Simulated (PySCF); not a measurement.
Level of theory: PBE-D3(BJ)/def2-TZVP // PBE0-D3(BJ)/def2-TZVP (PySCF). Isolated molecules, 0 K electronic values unless said otherwise. One relaxed conformer stands for a flexible species; it need not be the lowest. 

Reference species (SMILES): `[SiH2](B)C` (neutral, multiplicity 1).

The LUMO is -3.31 eV and the HOMO is -6.87 eV. The HOMO–LUMO gap is 3.56 eV.

Changed species: `BC[SiH3]`.

What does the change do to the LUMO, HOMO and HOMO–LUMO gap?

the LUMO increases by 0.97 eV, to -2.34 eV; the HOMO drops by 0.80 eV, to -7.67 eV; the HOMO–LUMO gap rises by 1.77 eV, to 5.33 eV.
